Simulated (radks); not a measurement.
Problem. The table gives one normalised radial function P(r) = r R(r) (large component) of Sc in [Ar] 3d1 4s2 (r in bohr). Method: Dirac Kohn-Sham, PBEsol, spin-unpolarised, spherical densities, finite nucleus; open shells fill j = l - 1/2 first; Fermi nuclear charge, rms radius 3.5459 fm; computed with a radial shooting solver on a logarithmic mesh with Libxc functionals.

r	P
0.004125	0.0215
0.004726	0.0243
0.005415	0.0273
0.006203	0.0307
0.007107	0.0345
0.008142	0.0386
0.009329	0.0430
0.0106	0.0474
0.01215	0.0523
0.01392	0.0575
0.01594	0.0628
0.01827	0.0680
0.02093	0.0731
0.02398	0.0776
0.02747	0.0814
0.03147	0.0840
0.03606	0.0851
0.04131	0.0840
0.04733	0.0802
0.05422	0.0733
0.06212	0.0625
0.07117	0.0476
0.08154	0.0283
0.09342	0.0047
0.107	-0.0225
0.1226	-0.0522
0.1405	-0.0825
0.1609	-0.1109
0.1829	-0.1329
0.2096	-0.1478
0.2401	-0.1505
0.2751	-0.1379
0.3152	-0.1080
0.3611	-0.0609
0.4137	0.0006
0.4739	0.0709
0.543	0.1416
0.6221	0.2028
0.7127	0.2434
0.8165	0.2538
0.9355	0.2278
1.072	0.1641
1.228	0.0672
1.407	-0.0533
1.612	-0.1845
1.847	-0.3121
2.116	-0.4231
2.424	-0.5076
2.777	-0.5589
3.156	-0.5726
3.616	-0.5498
4.143	-0.4928
4.746	-0.4108
5.438	-0.3170
6.23	-0.2261
7.137	-0.1489
8.177	-0.0899
9.368	-0.0491
10.73	-0.0240
12.3	-0.0103

Which n and l does it have? It may be an empty orbital.

Solution. n = 4, l = 0: the number of nodes gives n - l - 1 = 3, the rise at small r points to l (this Dirac orbital starts outside the nucleus as r^gamma with gamma = sqrt((l + 1)^2 - (Z/c)^2) = 0.99; the j = 1/2 orbital of l + 1 starts with the same power, but with a smaller coefficient, and then steepens), and the extent must fit the shell. The curve is that of 4s1/2. 4s1/2: eigenvalue -4.186 eV, 3 radial nodes at r = 0.0958, 0.413, 1.33 bohr, <r> = 3.71 bohr, 90 % of the charge inside 5.57 bohr.
